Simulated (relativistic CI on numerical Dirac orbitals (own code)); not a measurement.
**What each ingredient does to the levels of Ag28+**

Base calculation: Dirac-Coulomb-Breit CI, separate exchange-only KLI orbitals for each configuration, QED by a radiative potential, unscaled Slater integrals.

Configuration list (outside the closed core [Ne]): 3s²3p⁶3d, 3s²3p⁵3d², 3s3p⁶3d², 3s²3p⁶4s, 3s²3p⁶4p, 3s²3p⁶4d, 3s²3p⁵3d4s, 3s²3p⁶4f, 3s²3p⁵3d4p, 3s²3p⁵3d4d, 3s3p⁶3d4s, 3p⁶3d²4p, 3s²3p⁵3d4f, 3s3p⁶3d4p, 3s²3p⁶5s, 3s²3p⁶5p, 3s3p⁶3d4d, 3s²3p⁶5d, 3s²3p⁶5f, 3s3p⁶3d4f, 3s²3p⁶5g, 3p⁶3d³, 3p⁵3d⁴, 3p⁵3d³4s, 3p⁶3d²4s, 3p⁵3d²4s², 3p⁶3d²4d, 3p⁵3d³4d, 3p⁵3d²4s4d. Double excitations out of closed p, d and f shells are left out; levels of such configurations are missing from the list, as are those of other unlisted configurations, and high levels can miss mixing partners. These lack a partner that the ground configuration has and come out too high: 3s²3p⁵3d4p, 3s²3p⁵3d4f.

Variants: (1) P86 correlation estimate; (2) configuration mixing switched off; (3) non-relativistic limit. Shifts of the energy above 3s²3p⁶3d ²D3/2, in cm⁻¹, for the lowest level and the first level of each name with at least 55 % of one term (blank where a level changes its place among those of its configuration and J or its character, or is not in the variant):

```tsv
Level	Base	Δ(1)	Δ(2)	Δ(3)
3s²3p⁶3d ²D3/2	0	0	0	0
3s²3p⁶3d ²D5/2	66971	0	+115	-66971
3s²3p⁵3d² ⁴D°1/2	1079298	+2318	-6376	-63058
3s²3p⁵3d² ⁴D°3/2	1089823	+2318	-6219	-73582
3s²3p⁵3d² ⁴D°7/2	1169399	+2319	-5827	
3s²3p⁵3d² ⁴G°9/2	1172596	+2320	-5345	-103863
3s²3p⁵3d² ⁴G°11/2	1196242	+2321	-5094	-127509
3s²3p⁵3d² ⁴P°5/2	1202679	+2319	-5956	-116688
3s²3p⁵3d² ⁴F°9/2	1261057	+2319	-6117	-157104
3s²3p⁵3d² ²D°5/2	1263745	+2319	-5935	
3s²3p⁵3d² ²H°11/2	1279322	+2321	-5134	-107210
3s²3p⁵3d² ²P°1/2	1324142	+2318	-6343	-172640
3s²3p⁵3d² ²G°9/2	1338129	+2319	-5874	-176457
3s3p⁶3d² ⁴F3/2	2334459	+3920	-3922	-398222
3s3p⁶3d² ⁴F5/2	2356367	+3920	-3967	-420130
3s3p⁶3d² ⁴F7/2	2393548	+3920	-3884	-457310
3s3p⁶3d² ⁴F9/2	2429637	+3920	-3860	-493400
3s3p⁶3d² ⁴P1/2	2431700	+3921	-3814	-427698
3s3p⁶3d² ⁴P5/2	2451044	+3919	-4199	-447042
3s3p⁶3d² ⁴P3/2	2454338	+3921	-3886	-450335
3s3p⁶3d² ²F5/2	2502988	+3917	-4760	
3s3p⁶3d² ²D3/2	2508277	+3919	-4109	-466702
```

At this charge energies of transitions that change n are usually good to better than 1 %, and those within a shell (Δn = 0) to a few per cent.

Ionisation energy from the two ground configurations alone: base 1534.76 eV; P86 correlation estimate 1536.45 eV. The NIST ASD value (theoretical) is 1535 eV.

LS names give the leading component of a level, which can be under half, so a name can repeat, a term be missing and a line seem to break the LS rules.
